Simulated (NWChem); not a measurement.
C$_{2}$H$_{3}$ClF$_{2}$Si; SMILES F/C([SiH3])=C(\F)Cl

Program: NWChem. Pople sets run with spherical d functions. All runs use the structure optimised with PBE-D3(BJ)/def2-SVP. B3LYP is NWChem's, with the RPA form of VWN correlation. Field at 589 nm.

Task: Predict the results for B3LYP/6-31G*. Quantities: isotropic polarisability (bohr³); anisotropy (bohr³).

Result: 
```
Item                              Value
--------------------------------  -----
isotropic polarisability (bohr³)   55.6
anisotropy (bohr³)                 32.4
```
